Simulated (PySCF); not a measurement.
# Mo(28+): ionisation energy

Mo(28+) [Ne] 3s2 3p2 (3P) → Mo(29+) [Ne] 3s2 3p1 (2P), as a difference of total energies. Computed with PySCF 2.14 in an uncontracted even-tempered set (18 s from 3.6 bohr⁻², ratio 2.5; 12 p from 4.7 bohr⁻², ratio 2.5; 5 d from 20 bohr⁻², ratio 2.7; 4 f from 30 bohr⁻², ratio 2.7), with scalar relativity by spin-free X2C-1e. Correlated levels: outer shells: 1s2 frozen; virtual orbitals above 40 to 60 times the deepest correlated orbital energy dropped. The calculations carry no spin-orbit coupling.

```tsv
method	ionisation energy (eV)
UHF	1522.8
MP2 (outer shells)	1523.4
SCS-MP2 (outer shells)	1523.2
CCSD (outer shells)	1523.3
CCSD(T) (outer shells)	1523.3
```

Spin-orbit coupling is strong in these open shells (close to jj coupling). The scalar numbers leave it out and a first-order estimate fails, so it can dominate the gap to the real levels.

Breit and QED terms and the two-electron picture change are absent.

For comparison: 1537 ± 3 eV (semi-empirical (NIST evaluation); NIST Atomic Spectra Database, ionization energies).
